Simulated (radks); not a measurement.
Ho65+, 2 electrons, occupied as [He]. Method: scalar-relativistic Kohn-Sham, LB94 model potential, spin-polarised, spherical densities, finite nucleus; Fermi nuclear charge, rms radius 5.2022 fm; computed with a radial shooting solver on a logarithmic mesh with Libxc functionals.

Normalised radial functions P(r) = r R(r), r in bohr:

| r | 1s |
|---|---|
| 0.001088 | 1.5746 |
| 0.00117 | 1.6677 |
| 0.001257 | 1.7656 |
| 0.001362 | 1.8801 |
| 0.001463 | 1.9885 |
| 0.001572 | 2.1021 |
| 0.001703 | 2.2345 |
| 0.001831 | 2.3592 |
| 0.001967 | 2.4894 |
| 0.002131 | 2.6403 |
| 0.00229 | 2.7818 |
| 0.002461 | 2.9285 |
| 0.002666 | 3.0975 |
| 0.002865 | 3.2548 |
| 0.003079 | 3.4166 |
| 0.003336 | 3.6013 |
| 0.003585 | 3.7715 |
| 0.003852 | 3.9448 |
| 0.004173 | 4.1403 |
| 0.004485 | 4.3178 |
| 0.004819 | 4.4961 |
| 0.005221 | 4.6935 |
| 0.00561 | 4.8693 |
| 0.006029 | 5.0419 |
| 0.006531 | 5.2281 |
| 0.007019 | 5.3887 |
| 0.007543 | 5.5407 |
| 0.008171 | 5.6973 |
| 0.008781 | 5.8246 |
| 0.009437 | 5.9367 |
| 0.01022 | 6.0406 |
| 0.01099 | 6.1130 |
| 0.01181 | 6.1628 |
| 0.01279 | 6.1890 |
| 0.01374 | 6.1839 |
| 0.01477 | 6.1495 |
| 0.016 | 6.0752 |
| 0.0172 | 5.9743 |
| 0.01848 | 5.8404 |
| 0.02002 | 5.6527 |
| 0.02151 | 5.4493 |
| 0.02312 | 5.2144 |
| 0.02504 | 4.9191 |
| 0.02691 | 4.6255 |
| 0.02892 | 4.3094 |
| 0.03133 | 3.9370 |
| 0.03367 | 3.5886 |
| 0.03618 | 3.2333 |
| 0.0392 | 2.8378 |
| 0.04212 | 2.4878 |
| 0.04527 | 2.1496 |
| 0.04904 | 1.7943 |
| 0.0527 | 1.4982 |
| 0.05664 | 1.2285 |
| 0.06135 | 0.9631 |
| 0.06593 | 0.7566 |
| 0.07085 | 0.5810 |
| 0.07676 | 0.4211 |
| 0.08249 | 0.3065 |

1s: eigenvalue -63822 eV, 0 radial nodes, <r> = 0.0206 bohr, 90 % of the charge inside 0.0373 bohr.
